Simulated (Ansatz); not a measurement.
Consider the hydrogenolysis of a C–S bond: `SC1CCCCC1` + H₂ → `C1CCCCC1` + H₂S.

Isolated molecules relaxed with PBE0-D4/def2-TZVP in Ansatz; ΔE leaves out vibrations. CBS: MP2 limit from def2 TZ/QZ plus the TZ coupled-cluster correction, frozen cores. This one scheme is used for every species. Functionals use def2-TZVPP. B3LYP here is the variant with VWN-RPA as its local correlation; programs differ in this. One conformer a species, not always the lowest.

Problem. Is it downhill or uphill in electronic energy at CCSD(T)/CBS, and by how much? (Best estimate.)

Solution. Computed: Downhill: ΔE = -8.8 kcal/mol.

Problem. What do these levels give: PBE-D4, B2PLYP, B3LYP, CCSD/def2-TZVPP, HF/CBS(def2), CCSD/CBS(def2)? (An estimate is asked.)

Solution. Ansatz gave: PBE-D4 -7.9, B2PLYP -10.9, B3LYP -13.1, CCSD/def2-TZVPP -11.2, HF/CBS(def2) -16.2, CCSD/CBS(def2) -10.5 kcal/mol.

Largest T1 diagnostic among the species: 0.009.

In def2-TZVPP, CCSD(T) changes the Hartree–Fock value by +6.7 kcal/mol (the triples alone add +1.7 kcal/mol) and MP2 by +9.1 kcal/mol. The D4 term adds +4.0 kcal/mol with B3LYP and +2.2 kcal/mol with PBE0; it sums over pairs of atoms, weighted by their polarisabilities, and B3LYP, whose exchange is more repulsive, gets the larger term.
